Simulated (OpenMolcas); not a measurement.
neutral gold: thermal populations, worked from levels

```
Program             : OpenMolcas
Basis               : ANO-RCC-VQZP [9s8p6d4f2g1h]
Scalar Hamiltonian  : DKH2, point nucleus
Active space        : 11 electrons in 6 orbitals (5d 6s)
State averaging     : 2S+1 = 2 even, 6 roots
Spin-orbit coupling : state interaction with AMFI integrals over the reference wave functions, term energies averaged over their components
```

Methods: CASSCF; SS-CASPT2, IPEA 0.25 Eh, imaginary shift 0.1 Eh (closed shells correlated: 5s 5p). Measured levels: NIST Handbook of Basic Atomic Spectroscopic Data.

**Thermal populations.** Z = Σ (2J + 1) exp(-E/kT) with k = 0.695035 cm-1/K, over the levels below. No other level of either list lies under 37300 cm-1, which is above 7 kT at each temperature.

```tsv
Level	2J + 1	SS-CASPT2	measured
5d10 6s 2S 1/2	2	0.0	0.0
5d9 6s2 2D 5/2	6	7580	9161
5d9 6s2 2D 3/2	4	19820	21435
```

| T (K) | Z, SS-CASPT2 | Z, measured levels | Ground level (%), SS-CASPT2 | Ground level (%), measured levels |
| --- | --- | --- | --- | --- |
| 5000 | 2.691 | 2.438 | 74.3 | 82.0 |

At 5000 K, kT = 3475 cm-1, and the computed levels give Z = 2.000 + 0.677 + 0.013 = 2.691.

CASPT2 breaks the degeneracy within a term, and the mean is taken; among the terms shown or strongly mixed into the levels shown the widest spread is 340 cm-1 (5d9 6s2 2D, SS-CASPT2). A single d shell beside an s shell can misplace configurations of different d count against each other. Without dynamic correlation excited terms often stand tens of per cent too high (terms of higher spin than the ground term too low), and those without a measured partner can miss by more than the paired ones (holds for CASSCF). Measured partners are found by configuration, term and J. A level has none where our copy of the source lacks it or the pairing is in doubt (some pairs that miss far off the trend of their configuration count as doubtful), and it then counts in no deviation. Levels of configurations outside the active space are missing.
